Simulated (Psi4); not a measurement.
C2H6NO, charge +1, singlet, geometry from GFN2-xTB; M06-2X/6-311G** in Psi4 1.11.

Here is a job for Psi4.
```
memory 2 GB

molecule mol {
1 1
  O     0.419742    1.335988    0.185942
  C    -0.054338    0.283115    0.038637
  N     1.009591   -0.914244   -0.162186
  C    -1.419457   -0.234742    0.003078
  H     0.773244   -1.741228    0.398216
  H    -2.113387    0.595587   -0.125765
  H    -1.572434   -0.966171   -0.787665
  H    -1.656404   -0.714842    0.955158
  H     1.939820   -0.564677    0.109659
  H     1.046856   -1.187111   -1.152123
}

set basis 6-311g**
set reference rks

energy('m06-2x')
print_variables()
```

**Question.** What does Psi4 print? Leave out banner, timings and long lists.

**Answer.** 
```
   => Loading Basis Set <=

    Name: 6-311G**
    Role: ORBITAL
    Keyword: BASIS

         ---------------------------------------------------------
                                   SCF
               by Justin Turney, Rob Parrish, Andy Simmonett
                          and Daniel G. A. Smith
                              RKS Reference
         ---------------------------------------------------------

  ==> Geometry <==

    Molecular point group: c1
    Full point group: C1

    Geometry (in Angstrom), charge = 1, multiplicity = 1:

       Center              X                  Y                   Z               Mass
    ------------   -----------------  -----------------  -----------------  -----------------
         O            0.393580122200     1.260494623943     0.176009953652    15.994914619570
         C           -0.080499877800     0.207621623943     0.028704953652    12.000000000000
         N            0.983429122200    -0.989737376057    -0.172118046348    14.003074004430
         C           -1.445618877800    -0.310235376057    -0.006854046348    12.000000000000
         H            0.747082122200    -1.816721376057     0.388283953652     1.007825032230
         H           -2.139548877800     0.520093623943    -0.135697046348     1.007825032230
         H           -1.598595877800    -1.041664376057    -0.797597046348     1.007825032230
         H           -1.682565877800    -0.790335376057     0.945225953652     1.007825032230
         H            1.913658122200    -0.640170376057     0.099726953652     1.007825032230
         H            1.020694122200    -1.262604376057    -1.162055046348     1.007825032230

  Running in c1 symmetry.

  Rotational constants: A =      0.32935  B =      0.27892  C =      0.15946 [cm^-1]
  Rotational constants: A =   9873.73464  B =   8361.93746  C =   4780.47293 [MHz]
  Nuclear repulsion =  128.028930559967648

  Charge       = 1
  Multiplicity = 1
  Electrons    = 32
  Nalpha       = 16
  Nbeta        = 16

  ==> Algorithm <==

  SCF Algorithm Type is DF.
  DIIS enabled.
  MOM disabled.
  Fractional occupation disabled.
  Guess Type is SAD.
  Energy threshold   = 1.00e-06
  Density threshold  = 1.00e-06
  Integral threshold = 1.00e-12

  ==> Primary Basis <==

  Basis Set: 6-311G**
    Blend: 6-311G**
    Number of shells: 56
    Number of basis functions: 108
    Number of Cartesian functions: 112
    Spherical Harmonics?: true
    Max angular momentum: 2

  ==> DFT Potential <==

[...]
   @DF-RKS iter   4:  -209.49779996402154   -1.03930e-02   3.47954e-04 ADIIS/DIIS
   @DF-RKS iter   5:  -209.49834895508980   -5.48991e-04   9.59044e-05 DIIS
   @DF-RKS iter   6:  -209.49839427986828   -4.53248e-05   2.23071e-05 DIIS
   @DF-RKS iter   7:  -209.49839753591471   -3.25605e-06   6.44817e-06 DIIS
   @DF-RKS iter   8:  -209.49839780219787   -2.66283e-07   2.26387e-06 DIIS
   @DF-RKS iter   9:  -209.49839783987497   -3.76771e-08   3.79761e-07 DIIS
  Energy and wave function converged.

  ==> Post-Iterations <==

   Electrons on quadrature grid:
      Ntotal   =   32.0000265540 ; deviation = 2.655e-05

    Orbital Energies [Eh]
    ---------------------

    Doubly Occupied:

[...]
      16A     -0.594473

    Virtual:

[...]
    Final Occupation by Irrep:
              A
    DOCC [    16 ]
    NA   [    16 ]
    NB   [    16 ]

  @DF-RKS Final Energy:  -209.49839783987497

   => Energetics <=

    Nuclear Repulsion Energy =            128.0289305599676482
    One-Electron Energy =                -529.2922120105176873
    Two-Electron Energy =                 205.3746996011949761
    DFT Exchange-Correlation Energy =     -13.6098159905199090
    Empirical Dispersion Energy =           0.0000000000000000
    VV10 Nonlocal Energy =                  0.0000000000000000
    Total Energy =                       -209.4983978398749684

Computation Completed

Properties will be evaluated at   0.000000,   0.000000,   0.000000 [a0]

Properties computed using the SCF density matrix

 Multipole Moments:

 ------------------------------------------------------------------------------------
     Multipole            Electronic (a.u.)      Nuclear  (a.u.)        Total (a.u.)
 ------------------------------------------------------------------------------------

 L = 1.  Multiply by 2.5417464519 to convert [e a0] to [Debye]
 Dipole X            :          2.1372359           -1.6314837            0.5057522
 Dipole Y            :          2.5497382           -4.7078547           -2.1581165
 Dipole Z            :          0.2948796           -0.6193644           -0.3244848
 Magnitude           :                                                    2.2402103

 ------------------------------------------------------------------------------------

  Variable Map:
  ----------------------------------------------------------------------------
[...]
  Array Variable Map:
  ----------------------------------------------------------------------------
[...]
[...]
```
